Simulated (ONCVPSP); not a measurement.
## Configuration tests for iridium (ONCV)

ONCVPSP 4.0.1 input, shortened (lines: element, Z, core and valence counts, functional; n l f; lmax; l rc ep ncon nbas qcut; lloc lpopt rc5 dvloc0; l nproj debl; icmod fcfact rcfact), PBEsol, scalar-relativistic:

```
  Ir 77.00    9    5  -116133      upf
    1    0    2.00
    2    0    2.00
    2    1    6.00
    3    0    2.00
    3    1    6.00
    3    2   10.00
    4    0    2.00
    4    1    6.00
    4    2   10.00
    4    3   14.00
    5    0    2.00
    5    1    6.00
    5    2    7.00
    6    0    2.00
    3
    0    1.40    0.00    4    8    7.40
    1    1.90    0.00    4    9    6.00
    2    2.25    0.00    5   10    6.80
    3    0.65    0.00    4    8   25.10
    4    5    0.55    6.00
    0    2    1.00
    1    1    2.20
    2    2    1.70
    3    2    0.60
    3    2.00    1.50
```

In the f channel the program set the typed energies aside and used -2.287, 0.250 Ha.

Energies are relative to the spin-unpolarised reference configuration 4f14 5s2 5p6 5d7 6s2; without spin polarisation the order of configurations can differ from experiment.

| valence configuration | charge | ΔE all-electron (eV) | error AE − PS (meV) |
| --- | --- | --- | --- |
| 4f14 5s2 5p6 5d7 6s1 | +1 | 9.929 | -3.7 |
| 4f14 5s2 5p6 5d6 6s0 | +3 | 57.999 | -15 |

What are ΔE and the potential's error for 4f14 5s2 5p6 5d7 6s0 6p1?

ΔE = 16.479 eV all-electron; the error (AE − PS) is +168 meV.

What are ΔE and the potential's error for 4f14 5s2 5p6 5d7 6s0?

ΔE = 27.425 eV all-electron; the error (AE − PS) is -12 meV.

Levels in the configuration 4f14 5s2 5p6 5d7 6s1:

```csv
level,all-electron (eV),pseudo (eV)
4f,-70.551,-70.629
5s,-106.369,-106.387
5p,-63.080,-63.088
5d,-15.366,-15.366
6s,-13.615,-13.616
```

Note: ghosts flagged at negative energy: s at -969.1 eV, p at -413.2 eV; GHOST(+) flagged for d at 381.5 eV. A true bound ghost makes a file unfit for plane-wave use.
